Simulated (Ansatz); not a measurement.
`C[O][Y]([CH3])[F]` + CH₄ → `[CH3][Y]([CH3])[F]` + CH₃OH  (formal exchange of groups at a Y–O bond)

Program: Ansatz. Geometries: PBE0-D4/def2-TZVP. ΔE: electronic, gas phase. CCSD(T)/CBS adds triple-zeta CCSD(T) − MP2 to the extrapolated MP2 energy (def2 sets, frozen cores). This one scheme is used for every species. DFT in def2-TZVPP. B3LYP here is the variant with VWN-RPA as its local correlation; programs differ in this. HSE06 is defined as in plane-wave codes. Elements past krypton have def2 core potentials. For Y outer-core shells are correlated without core-valence functions, which leaves a few kJ/mol of doubt a bond. One conformer a species, not always the lowest.

CCSD(T)/CBS gives +2.19 eV.

Another level gave +2.12 eV. Which?
A. CAM-B3LYP/def2-TZVPP
B. r2SCANh/def2-TZVPP
C. HSE06/def2-TZVPP
D. B3LYP/def2-TZVPP

C. HSE06 2.12, CAM-B3LYP 2.27, B3LYP 2.23, r2SCANh 2.19 eV.

Largest T1 diagnostic among the species: 0.014.

At CCSD(T), def2-SVP lies +0.34 eV from the extrapolated value and def2-TZVPP +0.02 eV. Leaving LDA and LC-ωPBE aside and taking each functional with its dispersion term where it has one, the values, not all of them listed here, spread over 0.16 eV, from revPBE-D4 to CAM-B3LYP-D4.
